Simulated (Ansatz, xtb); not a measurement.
## CH5O2Si−: where a starting geometry ends

The starting geometry of this gas-phase singlet was built from a drawn formula by distance geometry and a force field; its bonds are those of `[O-]C[SiH2]O`.

```xyz
9

C    -0.1358    1.6158    0.0299
O     0.3528    2.0854   -1.0947
O    -1.5417    0.0001   -1.9401
Si   -1.6212    0.2886   -0.3195
H    -0.5859    2.2948    0.7728
H     0.5478    1.0469    0.6942
H    -2.9233    0.9582    0.0504
H    -1.3750   -0.9085    0.5162
H    -0.8614    0.5962   -2.2779
```

Question: Predict what it relaxes into with r2SCAN-D4/def2-SVPD.

Answer: It rearranges to `[O-][SiH2]CO`. Contacts that open: O3–H9 (0.97 → 1.81 Å). Contacts that close: O2–H9 (2.26 → 1.00 Å).

The energy falls by 0.89 eV over 14 steps:

```
step  E − E(last) (eV)
   1             0.886
   2             0.518
   4             0.386
   5             0.362
   7             0.324
   8             0.291
  10             0.086
  11             0.028
  13             0.000
  14             0.000
```

Final geometry (Å):

```xyz
9

C    -0.2537    1.4770   -0.0054
O     0.2824    1.7626   -1.2995
O    -1.6654    0.0296   -1.9341
Si   -1.7059    0.2298   -0.3423
H    -0.5885    2.4179    0.4801
H     0.5394    1.0540    0.6472
H    -2.9847    0.8146    0.2564
H    -1.4813   -1.0074    0.5262
H    -0.2860    1.1992   -1.8971
```

From the same start GFN2-xTB reaches the same bonding as this run.

No frequencies were run, so the end isn't proven a minimum. Run with Ansatz 0.2.0, 110 s on 2 threads of AMD EPYC (Zen 3), on a shared host.
